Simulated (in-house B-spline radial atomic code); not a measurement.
Pd. Computed with a B-spline radial atomic code. Model: all-electron spherical atom, spin shells full or empty, radial basis limit, no spin-orbit coupling: exact exchange with a local potential (Slater, KLI or optimised effective potential, whose far tail is KLI's), no correlation.

Exchange potential has not reached -1/r at the last radius.

The run also made RPA and GW results, which its time includes.

The Slater potential averages the orbital exchange potentials with the orbital densities as weights, KLI adds orbital constants, and the optimised effective potential minimises the exact-exchange energy among local potentials. So their energies lie above Hartree-Fock in the order OEP, KLI, Slater. All fall off as −1/r, unlike LDA and GGA exchange.

Command:
```bash
python run_gw.py task.json out
```
Settings (lengths in bohr, energies in hartree):
```
Z                      46
electrons              46
configuration          [Kr] 4d10
hamiltonian            nr
method                 kli
lmax                   9
spin_polarised         False
box_radius             40
intervals              81
```

Run time, properties included: 8.8 s on 1 thread of Arm Neoverse N1 (shared host).

Given: hamiltonian non-relativistic; mean-field start exchange-only KLI.

Computed: energy above Hartree-Fock 19.443 millihartree; virial ratio -E/T less 1 0.000368.

```json
{"radius (bohr)": "0.00109", "r times exchange potential (hartree bohr)": "-0.039495"}
{"radius (bohr)": "0.00138", "r times exchange potential (hartree bohr)": "-0.049937"}
{"radius (bohr)": "0.00174", "r times exchange potential (hartree bohr)": "-0.062844"}
{"radius (bohr)": "0.00221", "r times exchange potential (hartree bohr)": "-0.07957"}
{"radius (bohr)": "0.00279", "r times exchange potential (hartree bohr)": "-0.099977"}
{"radius (bohr)": "0.00354", "r times exchange potential (hartree bohr)": "-0.12591"}
{"radius (bohr)": "0.00448", "r times exchange potential (hartree bohr)": "-0.15756"}
{"radius (bohr)": "0.00567", "r times exchange potential (hartree bohr)": "-0.19606"}
{"radius (bohr)": "0.00718", "r times exchange potential (hartree bohr)": "-0.24205"}
{"radius (bohr)": "0.00909", "r times exchange potential (hartree bohr)": "-0.29522"}
{"radius (bohr)": "0.0115", "r times exchange potential (hartree bohr)": "-0.35388"}
{"radius (bohr)": "0.0146", "r times exchange potential (hartree bohr)": "-0.41551"}
{"radius (bohr)": "0.0185", "r times exchange potential (hartree bohr)": "-0.47224"}
{"radius (bohr)": "0.0234", "r times exchange potential (hartree bohr)": "-0.51523"}
{"radius (bohr)": "0.0296", "r times exchange potential (hartree bohr)": "-0.536"}
{"radius (bohr)": "0.0375", "r times exchange potential (hartree bohr)": "-0.53568"}
{"radius (bohr)": "0.0474", "r times exchange potential (hartree bohr)": "-0.5468"}
{"radius (bohr)": "0.0601", "r times exchange potential (hartree bohr)": "-0.62454"}
{"radius (bohr)": "0.0761", "r times exchange potential (hartree bohr)": "-0.75986"}
{"radius (bohr)": "0.0963", "r times exchange potential (hartree bohr)": "-0.88584"}
{"radius (bohr)": "0.122", "r times exchange potential (hartree bohr)": "-0.94518"}
{"radius (bohr)": "0.154", "r times exchange potential (hartree bohr)": "-0.92161"}
{"radius (bohr)": "0.195", "r times exchange potential (hartree bohr)": "-0.93195"}
{"radius (bohr)": "0.248", "r times exchange potential (hartree bohr)": "?"}
{"radius (bohr)": "0.313", "r times exchange potential (hartree bohr)": "-1.3329"}
{"radius (bohr)": "0.397", "r times exchange potential (hartree bohr)": "?"}
{"radius (bohr)": "0.502", "r times exchange potential (hartree bohr)": "-1.1539"}
{"radius (bohr)": "0.636", "r times exchange potential (hartree bohr)": "-0.95669"}
{"radius (bohr)": "0.806", "r times exchange potential (hartree bohr)": "-1.2038"}
{"radius (bohr)": "1.02", "r times exchange potential (hartree bohr)": "-1.4486"}
{"radius (bohr)": "1.29", "r times exchange potential (hartree bohr)": "-1.5159"}
{"radius (bohr)": "1.64", "r times exchange potential (hartree bohr)": "-1.4395"}
{"radius (bohr)": "2.07", "r times exchange potential (hartree bohr)": "-1.3144"}
{"radius (bohr)": "2.62", "r times exchange potential (hartree bohr)": "-1.2021"}
{"radius (bohr)": "3.32", "r times exchange potential (hartree bohr)": "-1.1207"}
{"radius (bohr)": "4.2", "r times exchange potential (hartree bohr)": "-1.0686"}
{"radius (bohr)": "5.32", "r times exchange potential (hartree bohr)": "-1.0382"}
```

(1) What belongs in the row 0.248?

(2) What belongs in the row 0.397?

```tsv
occupied	level (hartree)	Hartree-Fock level (hartree)
1s	-861.01	-873.32
2s	-123.42	-127.97
2p	-114.63	-118.53
3s	?	?
3p	-18.882	-20.374
3d	?	?
4s	-3.0621	-3.5873
4p	-1.9891	-2.3301
4d	-0.33626	-0.336
```

(3) What belongs in the row 3s?

(4) What belongs in the row 3d?

| empty | level (hartree) |
| --- | --- |
| 5s | -0.25687 |
| 5p | -0.13684 |
| 6s | ? |
| 6p | -0.056803 |
| 5d | -0.056163 |

(5) What belongs in the row 6s?

Answers

(1) r times exchange potential (hartree bohr): -1.1303.

(2) r times exchange potential (hartree bohr): -1.3608.

(3) level (hartree): -22.393; Hartree-Fock level (hartree): -24.209.

(4) level (hartree): -12.407; Hartree-Fock level (hartree): -13.363.

(5) level (hartree): -0.081887.

The highest level, 4d, differs from Hartree-Fock by -0.0071 eV and the deepest, 1s, by +335 eV: a local potential can match the highest level but can't give each shell its own exchange.
